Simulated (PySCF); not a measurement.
From one molecule to another.

First species: 3-ethylfuran, C6H8O.
SMILES: `CCc1ccoc1`

Second species: C4H6OSSi.
Cartesian coordinates in Å at the PBE0-D3(BJ)/def2-SVP level; atoms count from 1:
```xyz
13
C4H6OSSi angstrom
Si     2.6419    0.1536    0.0789
S      1.2933   -1.0053   -1.1465
C     -0.2453   -0.4675   -0.5072
C     -1.5290   -0.8068   -0.8333
C     -2.3661   -0.0379    0.0367
C     -1.5333    0.7022    0.8168
O     -0.2418    0.4440    0.4889
H      2.4640    1.6179   -0.1270
H      2.5152   -0.1887    1.5228
H      3.9714   -0.2802   -0.4376
H     -1.8340   -1.5162   -1.5982
H     -3.4535   -0.0396    0.0733
H     -1.6877    1.4243    1.6133
```

Levels: CAM-B3LYP/def2-SVPD for dipole moment, HOMO energy, LUMO energy, HOMO–LUMO gap, static isotropic polarisability and electronic spatial extent ⟨r²⟩ about the centre of nuclear charge; TDDFT CAM-B3LYP/def2-SVPD for lowest singlet excitation; TDA CAM-B3LYP/def2-SVPD for lowest triplet excitation (Tamm–Dancoff); ΔSCF CAM-B3LYP/def2-SVPD for vertical ionisation energy; PBE0-D3(BJ)/def2-SVP for rotational constant A and rotational constant C. Geometries: PBE0-D3(BJ)/def2-SVP. All species are isolated and taken at one optimised geometry, non-relativistic unless stated; the electronic structure was computed with PySCF and density fitting.

Dipoles, sizes and rotational constants follow the conformer. The torsions of the flexible species, by atom-mapped SMILES:
- `[CH3:1][CH2:2][c:3]1[cH:4][cH:5][o:6][cH:7]1`: C1–C2–C3–C4 -65°
- `[SiH3:1][S:2][c:3]1[cH:4][cH:5][cH:6][o:7]1`: Si1–S2–C3–C4 180°

| property | column X | column Y |
| --- | --- | --- |
| dipole moment | 1.18 D | 0.98 D |
| HOMO energy | -7.33 eV | -7.81 eV |
| LUMO energy | 0.78 eV | 1.34 eV |
| HOMO–LUMO gap | 8.11 eV | 9.15 eV |
| lowest singlet excitation | 5.13 eV | 6.23 eV |
| lowest triplet excitation (Tamm–Dancoff) | 3.72 eV | 4.05 eV |
| static isotropic polarisability | 97.3 au | 71.6 au |
| vertical ionisation energy | 8.01 eV | 8.60 eV |
| electronic spatial extent ⟨r²⟩ about the centre of nuclear charge | 1170 bohr² | 799 bohr² |
| rotational constant A | 4.364 GHz | 6.854 GHz |
| rotational constant C | 0.969 GHz | 1.582 GHz |

(1) Which column belongs to which species?

(2) How does each property change from the first species to the second?

Answers

(1) Column X is the second species and column Y the first. The first has 15 atoms and 52 electrons, the second 13 and 68.

(2) dipole moment +0.20 D; HOMO energy +0.48 eV; LUMO energy -0.56 eV; HOMO–LUMO gap -1.04 eV; lowest singlet excitation -1.10 eV; lowest triplet excitation (Tamm–Dancoff) -0.33 eV; static isotropic polarisability +25.7 au; vertical ionisation energy -0.59 eV; electronic spatial extent ⟨r²⟩ about the centre of nuclear charge +371 bohr²; rotational constant A -2.490 GHz; rotational constant C -0.613 GHz.

On the first: In atomic units the dipole is 0.39 e·bohr (1 au = 2.5417 D). In wavenumbers S1 is 50200 cm⁻¹ (1 eV = 8065.54 cm⁻¹).

On the second: The polarisability is 14.41 Å³ as a volume (1 au = 0.148185 Å³), or 1.43 au for each of the 68 electrons. In wavenumbers S1 is 41400 cm⁻¹ (1 eV = 8065.54 cm⁻¹).
